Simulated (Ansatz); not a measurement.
`CO[SiH](N)O` + `CN[SiH3]` → `CN(C)[SiH3]` + `N[SiH](O)O`  (substitution at a C–O bond)

Calculated with Ansatz (gas phase, PBE0-D4/def2-TZVP geometries, no zero-point term in ΔE). CCSD(T)/CBS adds triple-zeta CCSD(T) − MP2 to the extrapolated MP2 energy (def2 sets, frozen cores). This one scheme is used for every species. DFT in def2-TZVPP. B3LYP here is the variant with VWN-RPA as its local correlation; programs differ in this. HSE06 is defined as in plane-wave codes. Each species was taken in one conformer, which may not be the lowest.

`CO[SiH](N)O`:

```xyz
12

C     1.154    0.504   -1.587
O     0.174    0.788   -0.615
Si   -0.152   -0.175    0.663
N    -1.534    0.326    1.517
O    -0.365   -1.673    0.020
H     0.944   -0.440   -2.099
H     1.152    1.312   -2.320
H     2.155    0.444   -1.142
H     0.976   -0.154    1.630
H    -2.419    0.434    1.046
H    -1.436    0.995    2.264
H    -0.650   -2.360    0.624
```

`CN[SiH3]`:

Cartesian coordinates in Å:
```
C -0.685 -1.012 -0.678
N 0.456 -0.471 0.028
Si 0.476 1.107 0.703
H -0.689 -2.105 -0.632
H -1.606 -0.669 -0.200
H -0.733 -0.716 -1.734
H 1.336 -0.864 -0.263
H -0.685 1.245 1.623
H 0.374 2.226 -0.285
H 1.757 1.259 1.439
```

`CN(C)[SiH3]`:

```xyz
13

C     0.391   -1.413    0.131
N    -0.162   -0.101   -0.098
C     0.162    0.445   -1.393
Si   -0.575    0.926    1.215
H     1.492   -1.419    0.117
H     0.048   -2.113   -0.640
H     0.066   -1.800    1.099
H    -0.185   -0.225   -2.189
H     1.244    0.593   -1.534
H    -0.330    1.410   -1.535
H     0.578    1.613    1.878
H    -1.248    0.097    2.250
H    -1.482    1.986    0.700
```

`N[SiH](O)O`:

Cartesian coordinates in Å:
```
N -0.306 -1.067 0.592
Si 0.393 0.157 -0.384
O 0.993 1.298 0.628
O -0.765 0.659 -1.430
H -0.844 -1.801 0.161
H 0.201 -1.418 1.389
H 1.534 -0.203 -1.247
H 0.436 1.568 1.361
H -1.642 0.808 -1.071
```

```csv
level,ΔE (kJ/mol),difference from CCSD(T)/CBS
PBE-D4,-30.2,0.3
revPBE-D4,-32.1,-1.6
BLYP-D4,-25.8,4.7
r2SCAN-D4,-28.0,2.5
B97M-V,-26.4,4.1
PBE0-D4,-29.5,1.0
r2SCAN0-D4,-28.2,2.3
HSE06-D4,-29.4,1.1
BHLYP-D4,-23.4,7.1
CAM-B3LYP-D4,-24.5,6.0
ωB97X-V,-25.8,4.7
ωB97M-V,-27.7,2.8
PBE-QIDH,-31.0,-0.5
PBE,-28.1,2.4
revPBE,-25.0,5.5
BLYP,-21.0,9.5
r2SCAN,-27.5,3.0
PBE0,-27.8,2.7
B3LYP,-21.8,8.7
r2SCANh,-27.6,2.9
r2SCAN0,-27.8,2.7
HSE06,-27.9,2.6
BHLYP,-21.2,9.3
CAM-B3LYP,-22.8,7.7
LC-ωPBE,-26.5,4.0
RPA@PBE/def2-TZVPP,-27.0,3.5
HF/def2-SVP,-13.0,17.5
MP2/def2-SVP,-31.6,-1.1
CCSD(T)/def2-SVP,-27.2,3.3
HF/def2-TZVPP,-14.7,15.8
MP2/def2-TZVPP,-35.3,-4.8
SCS-MP2/def2-TZVPP,-30.1,0.4
CCSD/def2-TZVPP,-28.3,2.2
CCSD(T)/def2-TZVPP,-30.3,0.2
HF/def2-QZVPP,-14.3,16.2
MP2/def2-QZVPP,-35.3,-4.8
SCS-MP2/def2-QZVPP,-30.1,0.4
HF/CBS(def2),-14.2,16.3
MP2/CBS(def2),-35.5,-5.0
CCSD/CBS(def2),-28.5,2.0
CCSD(T)/CBS,-30.5,0
```

Q: What do rigid-rotor, harmonic-oscillator terms from PBE0-D4/def2-TZVP frequencies (298.15 K, 1 bar) make of the CCSD(T)/CBS value? (Estimate.)

A: Computed: ΔZPE = +0.3 kJ/mol, ΔH = -32.1 kJ/mol, ΔS = -19 J/(mol·K), ΔG = -26.3 kJ/mol.

Largest T1 diagnostic among the species: 0.011.

The D4 term adds −3.4 kJ/mol with B3LYP and −1.7 kJ/mol with PBE0; it sums over pairs of atoms, weighted by their polarisabilities, and B3LYP, whose exchange is more repulsive, gets the larger term. In def2-TZVPP, CCSD(T) changes the Hartree–Fock value by −15.6 kJ/mol (the triples alone add −2.0 kJ/mol) and MP2 by −20.6 kJ/mol. At CCSD(T), def2-SVP lies +3.3 kJ/mol from the extrapolated value and def2-TZVPP +0.2 kJ/mol.
